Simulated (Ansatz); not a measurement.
Reaction (formal exchange of groups at a B–O bond): `NB(O)O` + `C=O` → `NB(O)C=O` + H₂O

Isolated molecules relaxed with PBE0-D4/def2-TZVP in Ansatz; ΔE leaves out vibrations. CCSD(T)/CBS adds triple-zeta CCSD(T) − MP2 to the extrapolated MP2 energy (def2 sets, frozen cores). This one scheme is used for every species. Functionals use def2-TZVPP. B3LYP here is the variant with VWN-RPA as its local correlation; programs differ in this. One conformer a species, not always the lowest.

`NB(O)O`:

```xyz
8

N    -0.112    0.153   -1.146
B     0.140   -0.032    0.231
O     1.444   -0.095    0.650
O    -0.848   -0.152    1.184
H    -1.024    0.211   -1.558
H     0.643    0.235   -1.802
H     1.499   -0.221    1.599
H    -1.741   -0.100    0.841
```

`C=O`:

```xyz
4

C     0.003    0.004   -0.001
O    -0.736   -0.921    0.167
H     0.601    0.118   -0.927
H     0.131    0.799    0.761
```

`NB(O)C=O`:

Z-matrix (Å, degrees):
```
N
B 1 1.394
H 1 1.004 2 126.7
H 1 1.007 2 118.4 3 180.0
O 2 1.366 1 127.1 3 -0.0
C 2 1.605 1 116.4 3 180.0
H 5 0.959 2 115.3 1 -0.0
O 6 1.211 2 121.9 1 0.1
H 6 1.115 2 119.0 1 -179.9
```

H₂O:

Cartesian coordinates in Å:
```
O -0.335 -0.121 0.157
H -0.085 -0.134 -0.770
H 0.420 0.255 0.613
```

```tsv
level	ΔE (kcal/mol)	difference from CCSD(T)/CBS
PBE-D4	23.2	-1.7
r2SCAN-D4	25.8	0.9
PBE0-D4	24.7	-0.2
CAM-B3LYP-D4	26.3	1.4
BLYP	25.1	0.2
r2SCAN	26.0	1.1
B3LYP	26.2	1.3
r2SCANh	26.3	1.4
HF/def2-SVP	32.1	7.2
CCSD/def2-SVP	29.3	4.4
SCS-MP2/def2-TZVPP	26.4	1.5
CCSD/def2-TZVPP	26.5	1.6
CCSD(T)/def2-TZVPP	25.7	0.8
HF/def2-QZVPP	30.6	5.7
SCS-MP2/def2-QZVPP	26.0	1.1
CCSD/CBS(def2)	25.6	0.7
CCSD(T)/CBS	24.9	0
```

Largest T1 diagnostic among the species: 0.015.

From PBE to PBE0 (25 % exact exchange), in def2-TZVPP and without D4, ΔE moves by +1.5 kcal/mol. In def2-TZVPP, CCSD(T) changes the Hartree–Fock value by −4.9 kcal/mol (the triples alone add −0.7 kcal/mol) and MP2 by −4.7 kcal/mol.
